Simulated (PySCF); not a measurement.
BF₃H₃N, SMILES [NH3+][B-](F)(F)F.

The structure is a stationary point at PBE-D3(BJ)/def2-SVP.

Two levels are set side by side: TDDFT-PBE/def2-SVPD (PySCF) and TDDFT-ωB97X/def2-SVPD (PySCF). Vertical, same geometry. The lowest singlet is HOMO→LUMO 100 % with PBE and HOMO−1→LUMO 94 % with the other functional; states are paired by order. Differences are taken from unrounded values.

| quantity | TDDFT-ωB97X |
|---|---|
| lowest singlet excitation (eV) | 9.60 |
| lowest triplet excitation (TDA) (eV) | 9.32 |
| first bright state (f over 0.05) (eV) | 9.60 |
| its oscillator strength | 0.11 |

What does TDDFT-PBE give, and how far is it from TDDFT-ωB97X? (An estimate is asked for; the answer gives what the named calculation found.)


```json
[
 {"quantity": "lowest singlet excitation (eV)", "TDDFT-PBE": "7.04", "TDDFT-PBE minus TDDFT-ωB97X": "-2.56"},
 {"quantity": "lowest triplet excitation (TDA) (eV)", "TDDFT-PBE": "7.02", "TDDFT-PBE minus TDDFT-ωB97X": "-2.30"},
 {"quantity": "first bright state (f over 0.05) (eV)", "TDDFT-PBE": "7.54", "TDDFT-PBE minus TDDFT-ωB97X": "-2.06"},
 {"quantity": "its oscillator strength", "TDDFT-PBE": "0.08", "TDDFT-PBE minus TDDFT-ωB97X": "-0.03"}
]
```

Functionals without exact exchange tend to place singlet excitations lower, as here. Differences between two approximate levels are no errors against the true value.

Rough cost on one machine, each run with all the roots and properties that it gave: TDDFT-ωB97X against TDDFT-PBE about 6 times.
